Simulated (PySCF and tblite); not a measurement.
Results of a calculation; reference values are marked as such.
Conformer ensemble of C₇H₆O₂S₂, numbered as in [CH3:1][O:2][c:3]1[cH:4][c:5]2[s:6][c:7]([OH:8])[cH:9][c:10]2[s:11]1

Conformers came from 90 starts (ETKDG, MMFF94s, GFN2-xTB); geometries are GFN2-xTB. Energies: CAM-B3LYP-D3(BJ)/6-31G*, with GFN2-xTB thermal terms (modes under about 100 cm⁻¹ blended into free rotors). Symmetry numbers and mirror images are counted. Conformers within 2.5 kcal/mol (GFN2-xTB free energy) were kept, 4 at most. GIAO shieldings: CAM-B3LYP/6-31G*. Run with PySCF (density fitting) and tblite.

Torsions listed: C1–O2–C3–S11, S6–C7–O8–H8.

| conformer | shape | symmetry | E(GFN2) kcal/mol | E(DFT) kcal/mol | G(298.15 K) kcal/mol | weight % | dipole D |
| --- | --- | --- | --- | --- | --- | --- | --- |
| 1 | 180°, 180° | Cs | 2.02 | 0.00 | 0.00 | 75.1 | 0.42 |
| 2 | 180°, 0° | Cs | 1.20 | 0.96 | 0.84 | 18.1 | 2.74 |
| 3 | 0°, 180° | Cs | 1.05 | 1.67 | 1.56 | 5.4 | 2.79 |
| 4 | 0°, 0° | Cs | 0.00 | 2.51 | 2.33 | 1.5 | 0.59 |

Weights (%) against temperature:

```
 T (K)     1     2    3    4  S(mix) cal/mol/K
   250  81.3  14.5  3.5  0.7              1.19
298.15  75.1  18.1  5.4  1.5              1.48
   350  69.1  21.1  7.3  2.5              1.72
```

Coordinates of conformer 1 (Å):

```xyz
17

C     3.607    0.200    0.071
O     2.606    0.926   -0.607
C     1.332    0.541   -0.382
C     0.824   -0.448    0.402
C    -0.588   -0.474    0.319
S    -1.825   -1.453    1.040
C    -3.045   -0.537    0.190
O    -4.335   -0.892    0.391
C    -2.541    0.453   -0.594
C    -1.131    0.483   -0.515
S     0.110    1.460   -1.234
H     3.488    0.284    1.156
H     3.588   -0.857   -0.213
H     4.552    0.645   -0.231
H     1.400   -1.123    1.005
H    -4.915   -0.318   -0.123
H    -3.134    1.121   -1.191
```

Other tautomers (keto or thione forms) aren't considered and may dominate.

Search and properties took 3.1 min on 1 thread of Arm Neoverse V2, shared host (rough), launched as `OMP_NUM_THREADS=1 python ens_run.py task.json out`.


Conformer gaps in 6-31G* on xTB geometries can be 2 kcal/mol off for S=O, P=O and other polar bonds.